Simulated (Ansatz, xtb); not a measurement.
Relaxing a trial structure of BH6PSn

The starting geometry of this gas-phase triplet was built from a drawn formula by distance geometry and a force field; its bonds are those of `[PH3+][BH2-][SnH]`.

```xyz
9

B    -0.1631   -0.3770    1.5092
P    -0.2209   -0.0354   -0.2974
Sn   -2.2511   -0.2119    2.3690
H    -0.6475    1.3329   -0.4807
H    -1.0710   -0.8846   -0.9456
H     1.1248   -0.1665   -0.8598
H     0.5667    0.3158    2.0823
H     0.1832   -1.5237    1.7046
H    -3.3035    0.3190    1.0991
```

Question: Predict what it relaxes into with r2SCAN-D4/def2-SVP.

Answer: It keeps its bonds, and is `[PH3+][BH2-][SnH]`.

The energy falls by 0.56 eV over 18 steps:

```
step  E − E(last) (eV)
   1             0.561
   3             0.102
   5             0.091
   7             0.085
   9             0.047
  10             0.028
  12             0.008
  14             0.001
  16             0.000
  18             0.000
```

Final geometry (Å):

```xyz
9

B    -0.2145   -0.4485    1.5450
P    -0.0706   -0.1425   -0.3387
Sn   -2.5110   -0.5230    1.8469
H    -0.6936    1.0273   -0.8327
H    -0.6434   -1.1332   -1.1698
H     1.2164   -0.0168   -0.9599
H     0.1756    0.5425    2.1291
H     0.3145   -1.5090    1.7977
H    -3.3557    0.9716    2.1631
```

From the same start GFN2-xTB reaches the same bonding as this run.

No frequencies were run, so the end isn't proven a minimum. Open shells are spin-unrestricted. The triplet needn't be the ground state. Atoms past krypton carry core potentials, without spin–orbit terms. Run with Ansatz 0.2.0, 110 s on 2 threads of Arm Neoverse V2 (shared host).
